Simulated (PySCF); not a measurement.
H4Si2, charge +1, multiplicity 2. Atoms are numbered in the order given.

```xyz
6

Si     0.1206     1.2730     0.0000
H     -1.1377     2.0823     0.0000
Si    -0.0222    -1.1174     0.0000
H     -0.7980    -1.3117     1.2493
H     -0.7980    -1.3117    -1.2493
H      1.3563    -1.6371     0.0000
```
Charge +1, spin multiplicity 2.

The structure is a stationary point at PBE0-D3(BJ)/def2-TZVP. The spin state was assumed, not searched. The isomer is the one that the SMILES or the coordinates give; other isomers of the formula were not compared.

Level of theory: PBE0-D3(BJ)/def2-TZVP (PySCF).

Frequencies are harmonic and unscaled.

| mode | ν (cm⁻¹) | IR (km/mol) | moving atoms (share of kinetic energy) |
|---|---|---|---|
| 1 | 72 | 3.0 | H 92 %, Si 8 % |
| 2 | 306 | 5.2 | H 96 % |
| 3 | 331 | 5.1 | H 53 %, Si 47 % |
| 4 | 391 | 4.7 | H 50 %, Si 50 % |
| 5 | 621 | 4.7 | H 88 %, Si 12 % |
| 6 | 785 | 218.6 | H 92 %, Si 8 % |
| 7 | 886 | 32.1 | H 97 % |
| 8 | 907 | 30.2 | H 97 % |
| 9 | 2188 | 11.3 | H 96 % |
| 10 | 2226 | 2.8 | H 99 % |
| 11 | 2254 | 2.2 | H 95 % |
| 12 | 2310 | 5.1 | H 96 % |
